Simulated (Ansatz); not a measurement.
Correlation energies of BFGaH3 (`[BH2][GaH][F]`) by basis set

Cartesian coordinates in Å:
```
B 1.1126 0.1056 -0.2051
Ga -0.9087 0.0330 0.2786
F -1.7935 -1.2010 -0.6324
H 1.5206 0.8100 -1.0807
H 1.9187 -0.5558 0.3799
H -1.8497 0.8082 1.2598
```

Total charge 0; spin multiplicity 1. Correlated methods include outer-core shells of Ga, which these sets cover unevenly. Scalar relativity is left out up to krypton. Geometry: relaxed with PBE0-D4/def2-TZVP. Frozen core, restricted reference, the Gaussian-basis code of Ansatz.

```json
{"basis": "def2-SVP", "HF (Eh)": "-2048.76769", "MP2 corr.": "-0.47865"}
{"basis": "def2-TZVPP", "HF (Eh)": "-2049.17282", "MP2 corr.": "-0.57674"}
{"basis": "def2-QZVPP", "HF (Eh)": "-2049.21960", "MP2 corr.": "-0.85489"}
```

(1) Estimate the CCSD correlation energy and the (T) correction in each basis where they were run (hartree).

Answers

(1) 
```
     basis  CCSD corr.       (T)
  def2-SVP    -0.49532  -0.01175
def2-TZVPP    -0.59405  -0.01946
```
